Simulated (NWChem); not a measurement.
System: TiH2Cl2; SMILES [Cl][TiH2][Cl]

NWChem input:

```
start job
memory heap 200 mb stack 900 mb global 1100 mb
geometry units angstroms noautosym nocenter noautoz
  Ti     0.000000     0.000000    -0.597436
  Cl     1.890370     0.000000     0.477632
  Cl    -1.890370     0.000000     0.477632
  H      0.000000    -1.346296    -1.602985
  H      0.000000     1.346296    -1.602985
end
basis spherical
  Ti library def2-svp
  Cl library def2-svp
  H library def2-svp
end
dft
  xc xpbe96 cpbe96
  iterations 150
end
property
  efieldgrad
end
task dft property
```

Output (shortened):

```
             Northwest Computational Chemistry Package (NWChem) 7.3.0
             --------------------------------------------------------

                             Geometry "geometry" -> ""
                             -------------------------

 Output coordinates in angstroms (scale by  1.889725989 to convert to a.u.)

  No.       Tag          Charge          X              Y              Z
 ---- ---------------- ---------- -------------- -------------- --------------
    1 Ti                  22.0000     0.00000000     0.00000000    -0.59743600
    2 Cl                  17.0000     1.89037000     0.00000000     0.47763200
    3 Cl                  17.0000    -1.89037000     0.00000000     0.47763200
    4 H                    1.0000     0.00000000    -1.34629600    -1.60298500
    5 H                    1.0000     0.00000000     1.34629600    -1.60298500

 Effective nuclear repulsion energy (a.u.)     248.0624856683

  pbe96 is a nonlocal functional; adding pw91lda local functional.
                              NWChem Property Module
                              ----------------------

  itol2e modified to match energy
  convergence criterion.

                                 NWChem DFT Module
                                 -----------------

 Summary of "ao basis" -> "ao basis" (spherical)
 ------------------------------------------------------------------------------
       Tag                 Description            Shells   Functions and Types
 ---------------- ------------------------------  ------  ---------------------
 Ti                         def2-svp                11       31   5s3p2d1f
 Cl                         def2-svp                 8       18   4s3p1d
 H                          def2-svp                 3        5   2s1p

  itol2e modified to match energy
  convergence criterion.

            General Information
            -------------------
          SCF calculation type: DFT
          Wavefunction type:  closed shell.
          No. of atoms     :     5
          No. of electrons :    58
           Alpha electrons :    29
            Beta electrons :    29
          Charge           :     0
          Spin multiplicity:     1
          Use of symmetry is: off; symmetry adaption is: off
          Maximum number of iterations: 150
          AO basis - number of functions:    77
                     number of shells:    33
          Convergence on energy requested:  1.00D-07
          Convergence on density requested:  1.00D-05
          Convergence on gradient requested:  5.00D-04

              XC Information
              --------------
          PerdewBurkeErnzerhof Exchange Functional  1.000
            Perdew 1991 LDA Correlation Functional  1.000 local
           PerdewBurkeErnz. Correlation Functional  1.000 non-local

             Grid Information
             ----------------
          Grid used for XC integration:  fine
          Radial quadrature: Mura-Knowles
          Angular quadrature: Lebedev.
          Tag              B.-S. Rad. Rad. Pts. Rad. Cut. Ang. Pts.
          ---              ---------- --------- --------- ---------
          Ti                  1.40      140          11.0       974
          Cl                  1.00      123          10.0       770
          H                   0.35       60           9.0       590
          Grid pruning is: on
          Number of quadrature shells:   506
          Spatial weights used:  Erf1

      Superposition of Atomic Density Guess
      -------------------------------------

 Sum of atomic energies:       -1767.90414300

      Non-variational initial energy
      ------------------------------

 Total energy =   -1767.886563
 1-e energy   =   -2927.697291
 2-e energy   =     911.748242
 HOMO         =      -0.313145
 LUMO         =       0.031087

   convergence    iter        energy       DeltaE   RMS-Dens  Diis-err
 ---------------- ----- ----------------- --------- --------- ---------
 d= 0,ls=0.0,diis     1  -1769.6817881313 -2.02D+03  7.36D-02  1.75D+00
 d= 0,ls=0.5,diis     2  -1749.6728751964  2.00D+01  1.47D-02  1.03D+02
 d= 0,ls=0.5,diis     3  -1753.5534042199 -3.88D+00  2.83D-03  1.05D+02
 d= 0,ls=0.5,diis     4  -1753.9968125008 -4.43D-01  6.10D-03  1.05D+02
 d= 0,ls=0.5,diis     5  -1755.9450177780 -1.95D+00  7.67D-03  1.02D+02
 d= 0,ls=0.5,diis     6  -1758.2749570377 -2.33D+00  5.14D-03  9.43D+01
 d= 0,ls=0.5,diis     7  -1759.8278248622 -1.55D+00  3.01D-03  8.70D+01
 d= 0,ls=0.5,diis     8  -1760.5745215914 -7.47D-01  3.25D-03  8.30D+01
 d= 0,ls=0.5,diis     9  -1761.5644724248 -9.90D-01  7.19D-03  7.64D+01
 d= 0,ls=0.5,diis    10  -1763.8694993729 -2.31D+00  5.54D-03  5.68D+01
 d= 0,ls=0.5,diis    11  -1765.4151596619 -1.55D+00  3.93D-02  4.18D+01
 d= 0,ls=0.5,diis    12  -1769.9713299183 -4.56D+00  6.68D-03  1.27D+00
  Resetting Diis
 d= 0,ls=0.5,diis    13  -1769.9892748653 -1.79D-02  6.73D-03  9.94D-01
 d= 0,ls=0.5,diis    14  -1770.1099332383 -1.21D-01  8.77D-03  2.26D-01
 d= 0,ls=0.5,diis    15  -1770.1065343454  3.40D-03  2.09D-03  3.55D-01
 d= 0,ls=0.5,diis    16  -1770.1293885357 -2.29D-02  1.24D-03  1.61D-01
 d= 0,ls=0.5,diis    17  -1770.1429765171 -1.36D-02  8.68D-04  6.19D-02
 d= 0,ls=0.5,diis    18  -1770.1492833702 -6.31D-03  5.63D-04  2.02D-02
 d= 0,ls=0.5,diis    19  -1770.1516349789 -2.35D-03  3.33D-04  6.26D-03
 d= 0,ls=0.5,diis    20  -1770.1524193088 -7.84D-04  2.15D-04  2.32D-03
 d= 0,ls=0.5,diis    21  -1770.1527213260 -3.02D-04  1.48D-04  1.02D-03
 d= 0,ls=0.5,diis    22  -1770.1528456720 -1.24D-04  1.08D-04  5.70D-04
 d= 0,ls=0.5,diis    23  -1770.1529132892 -6.76D-05  8.12D-05  3.25D-04
 d= 0,ls=0.5,diis    24  -1770.1529519201 -3.86D-05  6.15D-05  1.82D-04
 d= 0,ls=0.5,diis    25  -1770.1529746041 -2.27D-05  4.57D-05  9.56D-05
 d= 0,ls=0.5,diis    26  -1770.1529865834 -1.20D-05  3.45D-05  5.29D-05
 d= 0,ls=0.5,diis    27  -1770.1529932647 -6.68D-06  2.64D-05  2.95D-05
 d= 0,ls=0.5,diis    28  -1770.1529971797 -3.92D-06  1.99D-05  1.57D-05
 d= 0,ls=0.5,diis    29  -1770.1529993296 -2.15D-06  1.51D-05  8.44D-06
 d= 0,ls=0.5,diis    30  -1770.1530005251 -1.20D-06  1.14D-05  4.59D-06
 d= 0,ls=0.5,diis    31  -1770.1530011865 -6.61D-07  8.70D-06  2.58D-06
 d= 0,ls=0.5,diis    32  -1770.1530015711 -3.85D-07  6.63D-06  1.41D-06
 d= 0,ls=0.5,diis    33  -1770.1530017899 -2.19D-07  5.08D-06  7.60D-07
 d= 0,ls=0.5,diis    34  -1770.1530019148 -1.25D-07  3.88D-06  4.05D-07
 d= 0,ls=0.5,diis    35  -1770.1530019855 -7.07D-08  2.95D-06  2.15D-07

         Total DFT energy =    -1770.153002025168
      One electron energy =    -2928.936321742749
           Coulomb energy =     1009.364013721367
    Exchange-Corr. energy =      -98.643179672122
 Nuclear repulsion energy =      248.062485668337

 Numeric. integr. density =       57.999999847652

                       DFT Final Molecular Orbital Analysis
                       ------------------------------------

 Vector   27  Occ=2.000000D+00  E=-3.088294D-01
              MO Center=  2.2D-05, -1.1D-09,  4.1D-01, r^2= 4.6D+00
   Bfn.  Coefficient  Atom+Function         Bfn.  Coefficient  Atom+Function
  ----- ------------  ---------------      ----- ------------  ---------------
    44      0.424051  2 Cl pz                62     -0.424046  3 Cl pz
    41      0.325668  2 Cl pz                59     -0.325664  3 Cl pz
    38      0.189048  2 Cl pz                56     -0.189046  3 Cl pz
    42     -0.133988  2 Cl px                60     -0.133985  3 Cl px
    12     -0.114709  1 Ti px                 9      0.098946  1 Ti px

 Vector   28  Occ=2.000000D+00  E=-2.940948D-01
              MO Center=  5.7D-07,  4.9D-07, -1.3D+00, r^2= 2.5D+00
   Bfn.  Coefficient  Atom+Function         Bfn.  Coefficient  Atom+Function
  ----- ------------  ---------------      ----- ------------  ---------------
    19     -0.320668  1 Ti d  2               4      0.316686  1 Ti s
    68      0.304692  4 H  s                 73      0.304692  5 H  s
     3     -0.250498  1 Ti s                 69      0.169484  4 H  s
    74      0.169484  5 H  s                 11      0.151543  1 Ti pz
    24     -0.134352  1 Ti d  2              14     -0.111750  1 Ti pz

 Vector   29  Occ=2.000000D+00  E=-2.836226D-01
              MO Center=  3.6D-07, -4.9D-07, -1.2D+00, r^2= 2.2D+00
   Bfn.  Coefficient  Atom+Function         Bfn.  Coefficient  Atom+Function
  ----- ------------  ---------------      ----- ------------  ---------------
    16      0.439905  1 Ti d -1              68      0.305124  4 H  s
    73     -0.305124  5 H  s                 69      0.210683  4 H  s
    74     -0.210683  5 H  s                 10      0.182861  1 Ti py
    21      0.179972  1 Ti d -1              13     -0.118063  1 Ti py
     7     -0.056940  1 Ti py                43     -0.050777  2 Cl py

 Vector   30  Occ=0.000000D+00  E=-1.667638D-01
              MO Center= -9.0D-08,  1.4D-09, -6.3D-01, r^2= 1.2D+00
   Bfn.  Coefficient  Atom+Function         Bfn.  Coefficient  Atom+Function
  ----- ------------  ---------------      ----- ------------  ---------------
    17      0.751241  1 Ti d  0              22      0.340475  1 Ti d  0
    19      0.203173  1 Ti d  2              14     -0.115061  1 Ti pz
    44     -0.106415  2 Cl pz                62     -0.106415  3 Cl pz
    24      0.078815  1 Ti d  2              41     -0.070365  2 Cl pz
    59     -0.070366  3 Cl pz                42      0.064418  2 Cl px

 Vector   31  Occ=0.000000D+00  E=-1.585274D-01
              MO Center=  1.4D-06,  2.5D-09, -4.5D-01, r^2= 1.5D+00
   Bfn.  Coefficient  Atom+Function         Bfn.  Coefficient  Atom+Function
  ----- ------------  ---------------      ----- ------------  ---------------
    15      0.767810  1 Ti d -2              20      0.347365  1 Ti d -2
    43     -0.208104  2 Cl py                61      0.208103  3 Cl py
    40     -0.139540  2 Cl py                58      0.139539  3 Cl py
    37     -0.078631  2 Cl py                55      0.078630  3 Cl py
    45     -0.027991  2 Cl d -2              63     -0.027991  3 Cl d -2

[...]

          -----------------------
          Electric field gradient
          -----------------------

 1 a.u. = 0.324123 10**(16) esu/cm**3  ( or statvolts/cm**2 ) = 0.97174 10**(22) v/m**2

 ------------------------------------------------------------
   Atom      X         Y         Z
 ------------------------------------------------------------
    1 Ti   0.00000   0.00000  -1.12899
 ------------------------------------------------------------

 Electric field gradient in molecular frame (a.u.)
         XX             YY             ZZ             XY             XZ             YZ
 ------------------------------------------------------------------------------------------
        0.116972       0.073062      -0.190035      -0.000000       0.000000      -0.000000

 Principal components (a.u.) and orientation
 of principal axis w.r.t. absolute frame                      Asymmetry parameter eta
 --------------------------------------------------------------------------------------
       -0.190035       0.116972       0.073062                       0.231062

       -0.000000       1.000000       0.000000
        0.000000      -0.000000       1.000000
        1.000000       0.000000      -0.000000

 ------------------------------------------------------------
   Atom      X         Y         Z
 ------------------------------------------------------------
    2 Cl   3.57228   0.00000   0.90259
 ------------------------------------------------------------

 Electric field gradient in molecular frame (a.u.)
         XX             YY             ZZ             XY             XZ             YZ
 ------------------------------------------------------------------------------------------
       -0.345630       0.121637       0.223994       0.000000      -0.189374       0.000000

 Principal components (a.u.) and orientation
 of principal axis w.r.t. absolute frame                      Asymmetry parameter eta
 --------------------------------------------------------------------------------------
       -0.402842       0.281205       0.121637                       0.396107

        0.957268      -0.289201       0.000000
       -0.000000       0.000000       1.000000
        0.289201       0.957268      -0.000000

 ------------------------------------------------------------
   Atom      X         Y         Z
 ------------------------------------------------------------
    3 Cl  -3.57228   0.00000   0.90259
 ------------------------------------------------------------

 Electric field gradient in molecular frame (a.u.)
         XX             YY             ZZ             XY             XZ             YZ
 ------------------------------------------------------------------------------------------
       -0.345629       0.121644       0.223985      -0.000000       0.189374       0.000000

 Principal components (a.u.) and orientation
 of principal axis w.r.t. absolute frame                      Asymmetry parameter eta
 --------------------------------------------------------------------------------------
       -0.402842       0.281198       0.121644                       0.396071

        0.957267       0.289205      -0.000000
        0.000000       0.000000       1.000000
       -0.289205       0.957267      -0.000000

 ------------------------------------------------------------
   Atom      X         Y         Z
 ------------------------------------------------------------
    4 H    0.00000  -2.54413  -3.02920
 ------------------------------------------------------------

 Electric field gradient in molecular frame (a.u.)
         XX             YY             ZZ             XY             XZ             YZ
 ------------------------------------------------------------------------------------------
        0.046935      -0.043652      -0.003283      -0.000000      -0.000000      -0.063934

 Principal components (a.u.) and orientation
 of principal axis w.r.t. absolute frame                      Asymmetry parameter eta
 --------------------------------------------------------------------------------------
       -0.090512       0.046935       0.043577                       0.037094

        0.000000       1.000000      -0.000002
        0.806553      -0.000002      -0.591162
        0.591162       0.000002       0.806553

 ------------------------------------------------------------
   Atom      X         Y         Z
 ------------------------------------------------------------
    5 H    0.00000   2.54413  -3.02920
 ------------------------------------------------------------

 Electric field gradient in molecular frame (a.u.)
         XX             YY             ZZ             XY             XZ             YZ
 ------------------------------------------------------------------------------------------
        0.046935      -0.043652      -0.003283       0.000000      -0.000000       0.063934

 Principal components (a.u.) and orientation
 of principal axis w.r.t. absolute frame                      Asymmetry parameter eta
 --------------------------------------------------------------------------------------
       -0.090512       0.046935       0.043577                       0.037094

       -0.000000       1.000000      -0.000002
        0.806553       0.000002       0.591162
       -0.591162       0.000002       0.806553
```

Level: PBE/def2-SVP. Geometry: optimised at B3LYP/6-31G* (spherical d). NWChem prints the field gradient with the sign opposite to the second derivative of the potential.
